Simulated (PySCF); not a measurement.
# A survey of $^{15}$N NMR shifts

PySCF 2.14 calculation with PBE0-D3(BJ)/def2-SVP structure and shielding tensors at PBE0/pcSseg-1 (GIAO); fast rotation and ring inversion assumed for equivalent nuclei, a single conformation, no solvent model, non-relativistic Hamiltonian.

Shieldings were converted by a linear fit to measured shifts: $^{15}$N (scatter 7.2 ppm rms vs CH3NO2, solution or neat liquid). Occasional misses reach two or three times the rms, and more in compound classes unlike the fitted ones.

Give the $^{15}$N shifts of `C#C[SiH2]/N=C/C=C/C`, `C#C[SiH2]/N=C\C=C/C`, `N#C[C@]1(C[SiH3])[C@@H]2C[C@@H]21`, `C#C/C(=N/[SiH3])C1CC1`, `C#C/C(=N\[SiH3])C1CC1`.

## Answers


```json
{"compound": "C#C[SiH2]/N=C/C=C/C", "environment": "imine nitrogen", "δ (ppm)": "-67.3"}
{"compound": "C#C[SiH2]/N=C\\C=C/C", "environment": "imine nitrogen", "δ (ppm)": "-53.8"}
{"compound": "N#C[C@]1(C[SiH3])[C@@H]2C[C@@H]21", "environment": "nitrile nitrogen", "δ (ppm)": "-115.8"}
{"compound": "C#C/C(=N/[SiH3])C1CC1", "environment": "imine nitrogen", "δ (ppm)": "-48.1"}
{"compound": "C#C/C(=N\\[SiH3])C1CC1", "environment": "imine nitrogen", "δ (ppm)": "-49.0"}
```
